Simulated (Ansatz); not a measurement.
`ClC(Cl)(Br)Br` + H₂ → `ClC(Cl)Br` + HBr at 298.15 K and 1 bar (hydrogenolysis of a C–Br bond).

Gas-phase electronic energies from Ansatz, PBE0-D4/def2-TZVP geometries. CCSD(T)/CBS adds triple-zeta CCSD(T) − MP2 to the extrapolated MP2 energy (def2 sets, frozen cores). This one scheme is used for every species. For Br outer-core shells are correlated without core-valence functions, which leaves a few kJ/mol of doubt a bond. Scalar relativity is left out up to krypton.

| species | CCSD(T)/CBS energy (Eh) | H − E (kJ/mol) | S (J/(mol·K)) |
| --- | --- | --- | --- |
| `ClC(Cl)(Br)Br` | -6104.21183 | 40.7 | 348.1 |
| H₂ | -1.17544 | 35.1 | 130.4 |
| `ClC(Cl)Br` | -3531.51017 | 65.7 | 316.3 |
| HBr | -2573.91920 | 24.6 | 198.6 |

H − E and S are ideal-gas, rigid-rotor, harmonic terms from PBE0-D4/def2-TZVP. The MP2-based limit puts H₂ 0.8 mEh under its directly extrapolated value; such offsets cancel only in part. 1 Eh = 2625.50 kJ/mol, R = 8.31446 J/(mol·K).

Q: By hand: ΔE, ΔH, ΔS and ΔG.

A: ΔE = (-3531.51017) + (-2573.91920) − (-6104.21183) − (-1.17544) = -0.04210 Eh = -110.5 kJ/mol. Δ(H − E) = 65.7 + 24.6 − 40.7 − 35.1 = 14.5, so ΔH = -96.0 kJ/mol. ΔS = 316.3 + 198.6 − 348.1 − 130.4 = 36.4 J/(mol·K). ΔG = -96.0 − 298.15 × (36.4)/1000 = -106.9 kJ/mol.

Q: By hand: the equilibrium constant, and the temperature at which ΔG would vanish if ΔH and ΔS stayed fixed.

A: log₁₀ K = −ΔG/(RT ln 10) = 18.7. ΔH and −TΔS have one sign here, so there is no such temperature.

ΔH outweighs TΔS. A doubt of 5 kJ/mol in ΔE shifts log₁₀ K by 0.9 here. These are equilibria of isolated gas molecules and say nothing of rates. Largest T1 diagnostic: 0.009 (customary marks: 0.02 for closed shells, 0.045 for open ones).
